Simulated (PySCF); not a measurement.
# Electron correlation in F (fluorine, neutral)

[He] 2s2 2p5, 2P determinant. All numbers are calculated (PySCF 2.14, scalar relativity by spin-free X2C-1e, in x2c-TZVPall). Frozen: 1s2; 7 electrons correlated.

MP2 pair energies summed by pair of shells (mhartree):

```json
{"pair": "2p-2p", "energy": "-121.97", "share (%)": "61.6"}
{"pair": "2s-2p", "energy": "-66.10", "share (%)": "33.4"}
{"pair": "2s-2s", "energy": "-9.92", "share (%)": "5.0"}
```

Total MP2 correlation energy: -197.99 mhartree.

Same-spin part -47.94 and opposite-spin part -150.05 mhartree; SCS-MP2 scales them by 1/3 and 6/5 to -196.04 mhartree.

| level | correlation energy (mhartree) |
| --- | --- |
| CCSD | -210.00 |
| (T) | -3.44 |
| CCSD(T) | -213.44 |

Diagnostics: T1 = 0.0062, D1 = 0.0108, largest double amplitude 0.036.

Is a single reference adequate?

Yes: T1 lies below 0.03 and no double amplitude reaches 0.07.
